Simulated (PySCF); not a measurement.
A structure optimised at ωB97X-D3(BJ)/def2-SVP, used in a PySCF frequency run:

```xyz
6

B     -0.8804     0.7159     0.0000
Cl     0.3947     1.9231     0.0000
H     -2.0255     1.0798     0.0000
N     -0.5506    -0.6563     0.0000
C     -0.0170    -1.7325     0.0000
O      0.4593    -2.7954     0.0000
```
Charge 0, spin multiplicity 1.

**Question.** Write its SMILES, formula and point group.

**Answer.** O=C=NBCl, CHBClNO, Cs

**Question.** What are its rotational constants (standard atomic weights)?

**Answer.** 19.744, 1.6575, 1.5291 GHz
